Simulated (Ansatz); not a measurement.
C$_{5}$H$_{8}$O$_{3}$Zn (`CC1=CC(C)=[O+][Zn-]([OH])[O]1`) at its PBE0-D4/def2-TZVP geometry, where that method's forces vanish. Total charge 0; spin multiplicity 1.

```xyz
17

C     0.2826    2.7316    0.1514
C    -0.0128    1.2988   -0.1666
C     0.4475    0.2981    0.6949
C     0.2503   -1.0762    0.5286
C     0.8103   -2.0236    1.5441
O    -0.3775   -1.6227   -0.4304
Zn   -1.1994   -0.6269   -1.8775
O    -2.1315   -1.1030   -3.3387
O    -0.6802    1.1109   -1.2304
H     0.8536    2.8479    1.0708
H     0.8355    3.1736   -0.6809
H    -0.6594    3.2788    0.2339
H     1.0046    0.6146    1.5652
H     1.4926   -2.7164    1.0459
H     1.3350   -1.5128    2.3496
H    -0.0040   -2.6217    1.9599
H    -2.2471   -2.0510   -3.4200
```

Problem. What forces (eV/Å) does B3LYP-D4/def2-TZVPP give on these atoms in Ansatz? (An estimate is asked.)

Solution. Ansatz gave: 
```
C1   0.032  0.205  0.030
C2   0.131  0.015  0.211
C3   0.069  0.039  0.107
C4   0.115  0.121  0.175
C5   0.074 -0.146  0.134
O6  -0.119 -0.168 -0.175
Zn7 -0.004 -0.003 -0.007
O8  -0.086 -0.019 -0.137
O9  -0.147  0.023 -0.241
H10 -0.030  0.012 -0.050
H11 -0.019 -0.003  0.047
H12  0.050 -0.008  0.005
H13 -0.045 -0.024 -0.070
H14 -0.023  0.024  0.038
H15 -0.023 -0.043 -0.034
H16  0.046  0.019 -0.003
H17 -0.021 -0.043 -0.030
```

B3LYP here is the variant with VWN-RPA as its local correlation; programs differ in this.
